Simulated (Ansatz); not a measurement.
Relaxation of C$_{3}$H$_{9}$NSi (14 atoms, charge 0, multiplicity 1), to a largest force component of 0.015 eV/Å in at most 40 steps.

Theory: Ansatz, RKS PBE0-D4/6-31G.

```xyz
14
Properties=species:S:1:pos:R:3
C -0.552 0.326 1.340
C 0.091 -0.080 0.069
Si 1.219 -1.533 0.295
C 0.022 0.506 -1.140
N -0.845 1.550 -1.495
H -1.210 1.283 1.177
H -1.240 -0.411 1.708
H 0.165 0.633 2.105
H 0.497 -2.654 0.930
H 2.346 -1.155 1.263
H 1.820 -1.948 -0.975
H 0.524 0.137 -1.984
H -1.222 1.560 -2.457
H -1.627 1.757 -0.806
```

Where does it end, and by what steps?

The run converged. The force dipped under the threshold on the way, but the program's further checks kept it going. Limits of this set-up: no polarisation functions. After 27 steps the energy has fallen by 0.492 eV; H8 moved furthest, 1.13 Å.

```json
{"step": "0", "energy less start (eV)": "0.0000", "largest force component (eV/Å)": "3.100", "accepted": "yes"}
{"step": "1", "energy less start (eV)": "-0.2933", "largest force component (eV/Å)": "1.641", "accepted": "yes"}
{"step": "2", "energy less start (eV)": "-0.3941", "largest force component (eV/Å)": "1.087", "accepted": "yes"}
{"step": "3", "energy less start (eV)": "-0.4379", "largest force component (eV/Å)": "0.518", "accepted": "yes"}
{"step": "4", "energy less start (eV)": "-0.4707", "largest force component (eV/Å)": "0.328", "accepted": "yes"}
{"step": "5", "energy less start (eV)": "-0.4792", "largest force component (eV/Å)": "0.085", "accepted": "yes"}
{"step": "6", "energy less start (eV)": "-0.4804", "largest force component (eV/Å)": "0.094", "accepted": "yes"}
{"step": "7", "energy less start (eV)": "-0.4825", "largest force component (eV/Å)": "0.053", "accepted": "yes"}
{"step": "8", "energy less start (eV)": "-0.4851", "largest force component (eV/Å)": "0.066", "accepted": "yes"}
{"step": "9", "energy less start (eV)": "-0.4713", "largest force component (eV/Å)": "0.518", "accepted": "no"}
{"step": "10", "energy less start (eV)": "-0.4876", "largest force component (eV/Å)": "0.023", "accepted": "yes"}
{"step": "11", "energy less start (eV)": "-0.4878", "largest force component (eV/Å)": "0.164", "accepted": "yes"}
{"step": "12", "energy less start (eV)": "-0.4891", "largest force component (eV/Å)": "0.036", "accepted": "yes"}
{"step": "13", "energy less start (eV)": "-0.4900", "largest force component (eV/Å)": "0.021", "accepted": "yes"}
{"step": "14", "energy less start (eV)": "-0.4820", "largest force component (eV/Å)": "0.374", "accepted": "no"}
{"step": "15", "energy less start (eV)": "-0.4893", "largest force component (eV/Å)": "0.093", "accepted": "no"}
{"step": "16", "energy less start (eV)": "-0.4902", "largest force component (eV/Å)": "0.006", "accepted": "yes"}
{"step": "17", "energy less start (eV)": "-0.4907", "largest force component (eV/Å)": "0.070", "accepted": "yes"}
{"step": "18", "energy less start (eV)": "-0.4910", "largest force component (eV/Å)": "0.032", "accepted": "yes"}
{"step": "19", "energy less start (eV)": "-0.4913", "largest force component (eV/Å)": "0.022", "accepted": "yes"}
{"step": "20", "energy less start (eV)": "-0.4915", "largest force component (eV/Å)": "0.038", "accepted": "yes"}
{"step": "21", "energy less start (eV)": "-0.4916", "largest force component (eV/Å)": "0.027", "accepted": "yes"}
{"step": "22", "energy less start (eV)": "-0.4918", "largest force component (eV/Å)": "0.053", "accepted": "yes"}
{"step": "23", "energy less start (eV)": "-0.4920", "largest force component (eV/Å)": "0.022", "accepted": "yes"}
{"step": "24", "energy less start (eV)": "-0.4921", "largest force component (eV/Å)": "0.014", "accepted": "yes"}
{"step": "25", "energy less start (eV)": "-0.4921", "largest force component (eV/Å)": "0.017", "accepted": "yes"}
{"step": "26", "energy less start (eV)": "-0.4922", "largest force component (eV/Å)": "0.016", "accepted": "yes"}
{"step": "27", "energy less start (eV)": "-0.4922", "largest force component (eV/Å)": "0.007", "accepted": "yes"}
```

```xyz
14
Properties=species:S:1:pos:R:3
C -0.656 0.410 1.292
C 0.084 -0.143 0.097
Si 1.212 -1.629 0.291
C -0.058 0.430 -1.123
N -0.846 1.522 -1.401
H -1.745 0.418 1.127
H -0.479 -0.178 2.197
H -0.350 1.443 1.518
H 0.482 -2.850 0.801
H 2.336 -1.381 1.271
H 1.825 -1.973 -1.043
H 0.472 0.037 -1.987
H -0.912 1.890 -2.331
H -1.377 1.974 -0.679
```

Whether the end is a true minimum wasn't checked by a vibrational analysis.

The run took 2 min on 1 thread of Arm Neoverse V1, on a shared host, peak memory 0.16 GiB.
